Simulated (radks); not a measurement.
Question: The mean radii <r> (bohr) of the occupied orbitals of an atom or ion are listed with their occupations. All-electron calculation, Dirac Kohn-Sham, LDA (Slater exchange, VWN5 correlation), spin-unpolarised, spherical densities, point nucleus. Program: a radial shooting solver on a logarithmic mesh with Libxc functionals.

| orbital | occ. | <r> |
|---|---|---|
| 1s1/2 | 2 | 0.02783 |
| 2s1/2 | 2 | 0.1195 |
| 2p1/2 | 2 | 0.1009 |
| 2p3/2 | 4 | 0.1064 |
| 3s1/2 | 2 | 0.3223 |
| 3p1/2 | 2 | 0.3126 |
| 3p3/2 | 4 | 0.3240 |
| 3d3/2 | 4 | 0.2949 |
| 3d5/2 | 6 | 0.2985 |
| 4s1/2 | 2 | 0.7646 |
| 4p1/2 | 2 | 0.8014 |
| 4p3/2 | 4 | 0.8305 |
| 4d3/2 | 4 | 0.9646 |
| 4d5/2 | 6 | 0.9770 |
| 5s1/2 | 2 | 2.025 |
| 5p1/2 | 1 | 2.405 |
| 5p3/2 | 2 | 2.505 |

Name the element and its charge. Open shells, if any, are shared by 2j + 1.

Answer: Z = 52, tellurium, charge +1: Te+ in [Kr] 4d10 5s2 5p3. The 1s radius gives Z: for a bare nucleus <r> = (2 gamma + 1)/(2Z) with gamma = sqrt(1 - (Z/c)^2), 0.02741 bohr for Z = 52, and screening makes it slightly larger (0.02783 here). The occupations add up to 51, and the charge is Z minus that.
